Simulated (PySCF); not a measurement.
Al(GeH3)(H)(OMe) (CH7AlGeO), SMILES C[O][AlH][GeH3].

Geometry: B3LYP-D3(BJ)/def2-SVP. The structure was generated by enumeration; whether it is a known compound was not checked. The values are those of a single conformer.

Two levels are set side by side: TDDFT-PBE/def2-SVPD (PySCF) and TDDFT-ωB97X/def2-SVPD (PySCF). Vertical, same geometry. The lowest singlet is HOMO→LUMO 99 % with PBE and HOMO→LUMO 97 % with the other functional; states are paired by order. Differences are taken from unrounded values.

| quantity | TDDFT-PBE |
|---|---|
| lowest singlet excitation (eV) | 4.27 |
| lowest triplet excitation (TDA) (eV) | 3.84 |
| first bright state (f over 0.05) (eV) | 5.51 |
| its oscillator strength | 0.12 |

Q: These are the TDDFT-PBE values. What does TDDFT-ωB97X give? (Estimate from the structure and the level; the computed values follow.)

A: 
```json
[
 {"quantity": "lowest singlet excitation (eV)", "TDDFT-ωB97X": "4.96", "TDDFT-PBE minus TDDFT-ωB97X": "-0.69"},
 {"quantity": "lowest triplet excitation (TDA) (eV)", "TDDFT-ωB97X": "4.44", "TDDFT-PBE minus TDDFT-ωB97X": "-0.61"},
 {"quantity": "first bright state (f over 0.05) (eV)", "TDDFT-ωB97X": "6.72", "TDDFT-PBE minus TDDFT-ωB97X": "-1.21"},
 {"quantity": "its oscillator strength", "TDDFT-ωB97X": "0.12", "TDDFT-PBE minus TDDFT-ωB97X": "0.00"}
]
```

Functionals without exact exchange tend to place singlet excitations lower, as here. Differences between two approximate levels are no errors against the true value.

Rough cost on one machine, each run with all the roots and properties that it gave: TDDFT-ωB97X against TDDFT-PBE about 6 times.
